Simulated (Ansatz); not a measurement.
Ansatz (a first-principles code) input for BH, SMILES [BH] (connectivity only; charge and spin as stated), neutral, multiplicity 1, PBE-D3(BJ)/def2-TZVPD. 

Ansatz 0.2 input:
```yaml
crystal:
  periodic: [false, false, false]
  atoms:
    - {symbol: B, position_ang: [0.00000000, 0.00000000, -0.20686521]}
    - {symbol: H, position_ang: [0.00000000, 0.00000000, 1.03432604]}
basis:
  gaussian:
    orbitals: def2-TZVPD
hamiltonian:
  xc: pbe
  dispersion: d3bj
relax: {f_tol: 0.002, max_steps: 200}
```

Program output:

```
WARN ansatz: RAYON_NUM_THREADS=1 ignored (pool sized by the plan → 1); use --threads N
Functional definition: PBE
integrals: 0.00 GiB planned
216 factors; their error is unknown
mean field: 0.06 GiB planned
mean field evaluation 1: about -686.4106 eV, gradient 9.5e0 eV
mean field evaluation 2: about -686.6951 eV, gradient 4.7e0 eV
mean field evaluation 4: about -686.7962 eV, gradient 1.3e-1 eV
mean field evaluation 8: about -686.7897 eV, gradient 1.5e-2 eV
mean field -686.78968573 eV, -25.2390554279 hartree, gradient 7.1e-6 eV, S^2 0.000000; 0 other end points of the search recorded, 0 dependent functions left out
the calculation of the forces begins
reference -686.78971690 eV, -25.2390565733 hartree; 3, 3 occupied and 43, 43 virtual orbitals, 216 factors
relax step   1: F+E_penalty+E_count = -686.79770679 eV  Δ(F+E_penalty+E_count) = +0.000e0 eV  max|allowed force component| = 1.982e-1 eV/Å  Δτ_max = 0.0000 Å  (23 SCF iters, accepted)
these checks for a lower state are left out or cut short: starts, cluster_reference, orbital_swaps, neighbouring_geometries, increment
integrals: 0.00 GiB planned
216 factors; their error is unknown
mean field: 0.06 GiB planned
mean field evaluation 16: about -686.7973 eV, gradient 9.0e-5 eV
mean field -686.79062401 eV, -25.2390899090 hartree, gradient 4.7e-6 eV, S^2 0.000000; 0 other end points of the search recorded, 0 dependent functions left out
the calculation of the forces begins
reference -686.79065526 eV, -25.2390910573 hartree; 3, 3 occupied and 43, 43 virtual orbitals, 216 factors
relax step   2: F+E_penalty+E_count = -686.79865388 eV  Δ(F+E_penalty+E_count) = -9.471e-4 eV  max|allowed force component| = 7.450e-2 eV/Å  Δτ_max = 0.0035 Å  (28 SCF iters, accepted)
these checks for a lower state are left out or cut short: starts, cluster_reference, orbital_swaps, neighbouring_geometries, increment
integrals: 0.00 GiB planned
216 factors; their error is unknown
mean field: 0.06 GiB planned
mean field -686.79077830 eV, -25.2390955792 hartree, gradient 4.9e-6 eV, S^2 0.000000; 0 other end points of the search recorded, 0 dependent functions left out
the calculation of the forces begins
reference -686.79080960 eV, -25.2390967293 hartree; 3, 3 occupied and 43, 43 virtual orbitals, 216 factors
relax step   3: F+E_penalty+E_count = -686.79881408 eV  Δ(F+E_penalty+E_count) = -1.602e-4 eV  max|allowed force component| = 1.209e-3 eV/Å  Δτ_max = 0.0021 Å  (27 SCF iters, accepted)
integrals: 0.00 GiB planned
216 factors; their error is unknown
mean field: 0.06 GiB planned
mean field evaluation 32: about -686.7908 eV, gradient 2.1e-5 eV
mean field -686.79077830 eV, -25.2390955792 hartree, gradient 2.1e-5 eV, S^2 0.000000; 1 other end points of the search recorded, 0 dependent functions left out
the calculation of the forces begins
reference -686.79080960 eV, -25.2390967293 hartree; 3, 3 occupied and 43, 43 virtual orbitals, 216 factors
Total energy: -686.79884538 eV, -25.2393920387 hartree
Atom 0 at    -0.000000     0.000000    -0.212471 Å, force     0.000000    -0.000000    -0.001209 eV/Å
Atom 1 at     0.000000    -0.000000     1.039932 Å, force    -0.000000     0.000000     0.001209 eV/Å
Dipole moment:    -0.000000    -0.000000     0.307540 e Å
```

Self-consistency was reached.

Cost: roughly 0.9 core-seconds.
